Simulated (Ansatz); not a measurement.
Program: Ansatz. Geometries: PBE0-D4/def2-TZVP. ΔE: electronic, gas phase. CCSD(T)/CBS adds triple-zeta CCSD(T) − MP2 to the extrapolated MP2 energy (def2 sets, frozen cores). This one scheme is used for every species. DFT in def2-TZVPP. Each species was taken in one conformer, which may not be the lowest.

Reaction (substitution at a C–Si bond): `[AlH2][SiH2]C[SiH3]` + `OCS` → `OCSC[SiH3]` + `[AlH2][SiH3]`

```csv
species,PBE0-D4 energy (Eh)
`[AlH2][SiH2]C[SiH3]`,-864.55110
`OCS`,-513.71061
`OCSC[SiH3]`,-843.57625
`[AlH2][SiH3]`,-534.66734
```

(1) Work out ΔE.

Largest T1 diagnostic among the species: 0.012.

## Answers

(1) ΔE = (-843.57625) + (-534.66734) − (-864.55110) − (-513.71061) = 0.01812 Eh = +47.6 kJ/mol. CCSD(T)/CBS gives +43.1 kJ/mol.

The D4 term adds +4.0 kJ/mol with B3LYP and +2.0 kJ/mol with PBE0; it sums over pairs of atoms, weighted by their polarisabilities, and B3LYP, whose exchange is more repulsive, gets the larger term. In def2-TZVPP, CCSD(T) changes the Hartree–Fock value by +16.1 kJ/mol (the triples alone add +1.0 kJ/mol) and MP2 by +17.0 kJ/mol.

B3LYP here is the variant with VWN-RPA as its local correlation; programs differ in this.
